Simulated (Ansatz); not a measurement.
`F[SiH](F)Br` + H₂ → `F[SiH2]F` + HBr at 700 K and 1 bar (hydrogenolysis of the Si–Br bond).

Gas-phase electronic energies from Ansatz, PBE0-D4/def2-TZVP geometries. CCSD(T)/CBS adds triple-zeta CCSD(T) − MP2 to the extrapolated MP2 energy (def2 sets, frozen cores). This one scheme is used for every species. For Br outer-core shells are correlated without core-valence functions, which leaves a few kJ/mol of doubt a bond. Scalar relativity is left out up to krypton.

| species | CCSD(T)/CBS energy (Eh) | H − E (kJ/mol) | S (J/(mol·K)) |
| --- | --- | --- | --- |
| `F[SiH](F)Br` | -3062.76774 | 90.9 | 381.1 |
| H₂ | -1.17544 | 46.8 | 155.3 |
| `F[SiH2]F` | -489.99391 | 100.9 | 321.6 |
| HBr | -2573.91920 | 36.5 | 223.7 |

H − E and S are ideal-gas, rigid-rotor, harmonic terms from PBE0-D4/def2-TZVP. The MP2-based limit puts H₂ 0.8 mEh under its directly extrapolated value; such offsets cancel only in part. 1 Eh = 2625.50 kJ/mol, R = 8.31446 J/(mol·K).

**Question.** By hand: ΔE, ΔH, ΔS and ΔG.

**Answer.** ΔE = (-489.99391) + (-2573.91920) − (-3062.76774) − (-1.17544) = 0.03007 Eh = 78.9 kJ/mol. Δ(H − E) = 100.9 + 36.5 − 90.9 − 46.8 = -0.3, so ΔH = 78.6 kJ/mol. ΔS = 321.6 + 223.7 − 381.1 − 155.3 = 8.9 J/(mol·K). ΔG = 78.6 − 700 × (8.9)/1000 = 72.4 kJ/mol.

**Question.** By hand: the equilibrium constant, and the temperature at which ΔG would vanish if ΔH and ΔS stayed fixed.

**Answer.** log₁₀ K = −ΔG/(RT ln 10) = -5.4. ΔG = 0 at ΔH/ΔS = 8831 K, far beyond where these terms or the molecules hold.

The number of gas molecules stays the same, so ΔS is small and ΔH decides. A doubt of 5 kJ/mol in ΔE shifts log₁₀ K by 0.4 here. These are equilibria of isolated gas molecules and say nothing of rates. Largest T1 diagnostic: 0.012 (customary marks: 0.02 for closed shells, 0.045 for open ones).
